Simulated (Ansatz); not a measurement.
Calculated with Ansatz (gas phase, PBE0-D4/def2-TZVP geometries, no zero-point term in ΔE). CCSD(T)/CBS is the MP2 limit (def2-TZVPP, def2-QZVPP) plus CCSD(T) − MP2 in def2-TZVPP, frozen cores. DFT in def2-TZVPP. Each species was taken in one conformer, which may not be the lowest.

Consider the formal exchange of groups at the Si–C bond: `FCNC[SiH3]` + `CO[SiH2]CF` → `CO[SiH2]C[SiH3]` + `FCNCF`.

```json
{"species": "`FCNC[SiH3]`", "PBE energy (Eh)": "-524.77725"}
{"species": "`CO[SiH2]CF`", "PBE energy (Eh)": "-544.67632"}
{"species": "`CO[SiH2]C[SiH3]`", "PBE energy (Eh)": "-736.04490"}
{"species": "`FCNCF`", "PBE energy (Eh)": "-333.43803"}
```

**Question.** Work out ΔE.

**Answer.** ΔE = (-736.04490) + (-333.43803) − (-524.77725) − (-544.67632) = -0.02936 Eh = -77.1 kJ/mol. CCSD(T)/CBS gives -78.5 kJ/mol.

Largest T1 diagnostic among the species: 0.011.

From PBE to PBE0 (25 % exact exchange), in def2-TZVPP and without D4, ΔE moves by −4.1 kJ/mol.
